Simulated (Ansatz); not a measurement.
Mulliken charges of F$_{2}$I$_{2}$Si, SMILES `F[Si](F)(I)I` from r2SCAN/def2-TZVPP in Ansatz (PBE0-D4/def2-TZVP geometry).

```tsv
atom	x (Å)	y (Å)	z (Å)	charge (e)
F1	1.309	-1.066	0.019	-0.269
Si2	0.066	-0.097	0.103	0.714
F3	-0.469	-0.167	1.586	-0.269
I4	-1.644	-0.886	-1.385	-0.088
I5	0.788	2.143	-0.364	-0.088
```

Problem. By hand: the dipole of these point charges (1 e Å = 4.8032 D).

Solution. Σ q r = (-0.104, 0.152, -0.204) e Å, of length 0.275 e Å = 1.32 D.

Problem. How does the dipole of the full density compare? (An estimate is asked.)

Solution. The calculation gave: (-0.085, 0.126, -0.169) e Å, 1.09 D; the point charges give 1.21 times that, at 0° from its direction.

Point charges leave out the atoms' own dipoles, such as those of lone pairs, and Mulliken's split depends on the basis, so the two needn't agree.
